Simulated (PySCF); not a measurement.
Dipole response of W (tungsten, neutral)

[Xe] 4f14 5d4 6s2, high-spin 5D determinant. Calculation: PySCF 2.14, in ANO-RCC-VTZP (8s7p5d3f2g1h, 104 functions); scalar relativity by spin-free X2C-1e. Coupled (time-dependent) response in atomic units; α is the mean over directions. The basis has no added diffuse functions, which lowers α and C₆.

```
method  mean α (bohr³)         α xx, yy, zz  C₆ (like pair)  S(−4)
   PBE           60.43  62.24, 62.24, 56.81           686.6   1307
```

S(−4) is the Cauchy moment in α(ω) = α(0) + S(−4) ω² + …

Reference α: 68 ± 15 bohr³ (recommended; Schwerdtfeger and Nagle, table of static dipole polarizabilities (2023 update)). Published C₆: 757.0 (Gould and Bucko (2016)).

Spin-orbit coupling is absent.

α(iu) at PBE:

```csv
u (hartree),α(iu) (bohr³)
0,60.43
0.0500,57.37
0.100,50.10
0.200,34.35
0.300,23.69
0.500,13.56
0.750,8.685
1.00,6.377
1.50,4.060
2.00,2.861
3.00,1.665
5.00,0.7928
```

The components differ because the open shell of this determinant is not spherical; for a pure term their mean is the scalar polarisability.

Spin-orbit coupling, absent here, splits the open shell strongly.
